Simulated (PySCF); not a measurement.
## TDDFT excited states: C4H12N2Si

Species: C4H12N2Si.
SMILES: `C1CC1[Si](N)(C)N`

Computed, not measured: PySCF 2.14.0, density-fitted response routines, TDDFT PBE0/def2-SVPD, vertical, gas phase, core orbitals frozen in the response. The structure is a single GFN2-xTB conformer in the gas phase; no vibrational or solvent corrections. Torsions of this conformer, `[CH3:1][Si:2]([NH2:3])([NH2:4])[CH:5]1[CH2:6][CH2:7]1`: C1–Si2–C5–C6 -102°, H–N3–Si2–C1 -49°, H–N3–Si2–C1 177°, H–N4–Si2–C1 60°, H–N4–Si2–C1 -73°.

```json
{"state": "S1", "λ (nm)": "195.4", "E (eV)": "6.35", "f": "0.056", "|μ| (D)": "1.52", "main configurations (H = HOMO, L = LUMO)": "H→L (90%)"}
{"state": "S2", "λ (nm)": "192.0", "E (eV)": "6.46", "f": "0.036", "|μ| (D)": "1.21", "main configurations (H = HOMO, L = LUMO)": "H-1→L (86%)"}
{"state": "S3", "λ (nm)": "177.8", "E (eV)": "6.97", "f": "0.010", "|μ| (D)": "0.62", "main configurations (H = HOMO, L = LUMO)": "H→L+1 (86%)"}
{"state": "S4", "λ (nm)": "173.7", "E (eV)": "7.14", "f": "0.013", "|μ| (D)": "0.69", "main configurations (H = HOMO, L = LUMO)": "H-1→L+1 (79%)"}
{"state": "S5", "λ (nm)": "169.4", "E (eV)": "7.32", "f": "0.0014", "|μ| (D)": "0.22", "main configurations (H = HOMO, L = LUMO)": "H→L+2 (85%)"}
{"state": "S6", "λ (nm)": "166.9", "E (eV)": "7.43", "f": "0.018", "|μ| (D)": "0.80", "main configurations (H = HOMO, L = LUMO)": "H→L+3 (82%)"}
{"state": "S7", "λ (nm)": "165.0", "E (eV)": "7.51", "f": "0.0099", "|μ| (D)": "0.59", "main configurations (H = HOMO, L = LUMO)": "H-2→L (58%), H-1→L+2 (20%)"}
{"state": "S8", "λ (nm)": "162.8", "E (eV)": "7.62", "f": "0.0071", "|μ| (D)": "0.50", "main configurations (H = HOMO, L = LUMO)": "H-1→L+2 (71%), H-2→L (24%)"}
```

Triplets (Tamm–Dancoff): T1 6.10 eV, H→L (73%), H→L+1 (10%); T2 6.17 eV, H-1→L (73%); T3 6.79 eV, H→L+1 (63%), H→L (13%).

The lowest singlet lies at 6.35 eV (195 nm, vacuum ultraviolet) and is of moderate strength; its leading configuration is HOMO→LUMO (90%). The lowest level is also the most intense of those listed (f = 0.056). Löwdin shares by element: HOMO nitrogen 36% or more, carbon 21% or more, silicon 11% (atoms not listed hold the other 32%); LUMO silicon 25%, hydrogen 15% or more, carbon 8% or more (atoms not listed hold the other 52%). The listed states span 1.27 eV, and the widest gap between neighbours is 0.52 eV (S2 to S3). Weighted by f, the mean energy of these states is 6.76 eV. The oscillator strengths of these states sum to 0.151; summed over the whole spectrum of an exact calculation they would give the number of electrons, 64 (Thomas–Reiche–Kuhn). Only the lowest 8 singlets were computed, as vertical energies without vibronic structure.
